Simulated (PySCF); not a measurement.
C2H5NOSi, SMILES N#CC[SiH2]O.

The structure is a stationary point at B3LYP-D3(BJ)/def2-SVP. The structure was generated by enumeration, and PubChem lists no compound with its InChIKey, so it may never have been made. One conformer was computed; it need not be the lowest.

The numbers are results of TDDFT-PBE/def2-SVPD (PySCF), not measurements.

Vertical excitations. Gas-phase values at a fixed geometry. State labels are in the subgroup Cs.

| state | symmetry | energy (eV) | λ (nm) | f | main pairs |
|---|---|---|---|---|---|
| S1 | A' | 6.46 | 192 | 0.001 | HOMO→LUMO 97 % |
| S2 | A" | 6.56 | 189 | 0.003 | HOMO−1→LUMO 100 % |
| S3 | A" | 6.84 | 181 | 0.000 | HOMO−2→LUMO 99 % |
| S4 | A' | 7.19 | 173 | 0.000 | HOMO−3→LUMO 98 % |
| S5 | A' | 7.26 | 171 | 0.005 | HOMO→LUMO+1 89 % |
| S6 | A" | 7.31 | 170 | 0.004 | HOMO−1→LUMO+1 97 % |
| S7 | A" | 7.35 | 169 | 0.002 | HOMO→LUMO+2 94 % |
| S8 | A' | 7.37 | 168 | 0.005 | HOMO−1→LUMO+2 94 % |
| S9 | A" | 7.38 | 168 | 0.001 | HOMO−1→LUMO+3 97 % |
| S10 | A' | 7.64 | 162 | 0.048 | HOMO→LUMO+3 64 %, HOMO−2→LUMO+2 21 % |
| T1 | A' | 6.09 | 204 | 0 | HOMO→LUMO 62 %, HOMO→LUMO+3 22 %, HOMO−2→LUMO+2 10 % |
| T2 | A" | 6.25 | 198 | 0 | HOMO−1→LUMO 99 % |
| T3 | A' | 6.49 | 191 | 0 | HOMO−2→LUMO+2 40 %, HOMO→LUMO 34 %, HOMO→LUMO+3 19 % |
| T4 | A" | 6.62 | 187 | 0 | HOMO−2→LUMO 45 %, HOMO→LUMO+2 38 %, HOMO−2→LUMO+3 13 % |
Triplets are in the Tamm–Dancoff approximation, which puts them higher than full response would, so one can lie above its singlet here.
